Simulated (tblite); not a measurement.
Species: C2HBF2.
SMILES: `FB(C#C)F`

All values are computed: GFN2-xTB (tblite) harmonic vibrations without scaling, gas phase. This tight-binding method is rough: wavenumbers can miss measured ones by several per cent, in bad cases by 10 to 20.

Harmonic wavenumbers (cm⁻¹): 141.1, 200.8, 402.1, 448.4, 531.8, 689.3, 707.1, 719.8, 1274.3, 1275.5, 2219.1, 3366.6.

A = 10806, B = 3627, C = 2715 MHz; mass 74.014 u (most abundant isotopes); point group C2v, symmetry number 2.

**Question.** What is the zero-point energy?

**Answer.** ½Σν̃ = 5988 cm⁻¹ = 71.63 kJ/mol.

**Question.** Give the ideal-gas entropy at 200 K and 1 bar in the rigid-rotor, harmonic-oscillator model (classical rotation).

**Answer.** Translation 154.24, rotation 96.02, vibration 19.68: S = 269.9 J/(mol K).

**Question.** And Cp and H(200 K) − H(0)?

**Answer.** Cp = 62.94 J/(mol K), of which vibrations give 29.68 (their classical limit is 12 R = 99.8); H(200 K) − H(0) = 9.16 kJ/mol without the zero-point energy, 2.51 from vibrations.

**Question.** How do the functions run with temperature in this model?

**Answer.** 
```json
{"T (K)": "100", "S (J/(mol K))": "233.1", "Cp (J/(mol K))": "45.3", "H − H(0) (kJ/mol)": "3.75", "G − H(0) (kJ/mol)": "-19.56", "ln q(vib)": "0.20"}
{"T (K)": "300", "S (J/(mol K))": "298.4", "Cp (J/(mol K))": "77.6", "H − H(0) (kJ/mol)": "16.23", "G − H(0) (kJ/mol)": "-73.29", "ln q(vib)": "1.66"}
{"T (K)": "500", "S (J/(mol K))": "342.7", "Cp (J/(mol K))": "95.6", "H − H(0) (kJ/mol)": "33.75", "G − H(0) (kJ/mol)": "-137.62", "ln q(vib)": "3.34"}
{"T (K)": "800", "S (J/(mol K))": "391.0", "Cp (J/(mol K))": "109.3", "H − H(0) (kJ/mol)": "64.73", "G − H(0) (kJ/mol)": "-248.09", "ln q(vib)": "5.65"}
{"T (K)": "1000", "S (J/(mol K))": "416.0", "Cp (J/(mol K))": "114.7", "H − H(0) (kJ/mol)": "87.17", "G − H(0) (kJ/mol)": "-328.87", "ln q(vib)": "7.02"}
```

q(vib) and H(0) count from the zero-point level.

**Question.** Which modes carry the vibrational entropy at 200 K?

**Answer.** 141.1 cm⁻¹: 8.54; 200.8 cm⁻¹: 5.94; 402.1 cm⁻¹: 1.89; 448.4 cm⁻¹: 1.45; 531.8 cm⁻¹: 0.89; 689.3 cm⁻¹: 0.35 J/(mol K); the other 6 give 0.62 together.

Hindered rotation and anharmonicity are outside this model.
